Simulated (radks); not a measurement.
The mean radii <r> (bohr) of the occupied orbitals of an atom or ion are listed with their occupations. Method: scalar-relativistic Kohn-Sham, r2SCAN, spin-polarised, spherical densities, finite nucleus; meta-GGA in the generalised Kohn-Sham scheme; Fermi nuclear charge, rms radius of each element as measured or else 0.836 A^(1/3) + 0.57 fm; computed with a radial shooting solver on a logarithmic mesh with Libxc functionals.

orbital  occ.      <r>
1s up       1  0.02232
1s down     1  0.02232
2s down     1  0.09511
2s up       1  0.09511
2p up       3  0.08393
2p down     3  0.08393
3s up       1   0.2492
3s down     1   0.2491
3p up       3   0.2479
3p down     3   0.2477
3d up       5   0.2261
3d down     5   0.2260
4s up       1   0.5590
4s down     1   0.5591
4p up       3   0.5884
4p down     3   0.5886
4d up       5   0.6305
4d down     5   0.6313
5s up       1    1.225
5s down     1    1.232
4f up       2   0.7160
5p up       3    1.344
5p down     3    1.352

Name the element and its charge. Open shells, if any, are filled with parallel spins first.

Answer. Z = 63, europium, charge +7: Eu7+ in [Xe] 4f2. The 1s radius gives Z: for a bare nucleus <r> = (2 gamma + 1)/(2Z) with gamma = sqrt(1 - (Z/c)^2), 0.02203 bohr for Z = 63, and screening makes it slightly larger (0.02232 here). The occupations add up to 56, and the charge is Z minus that.
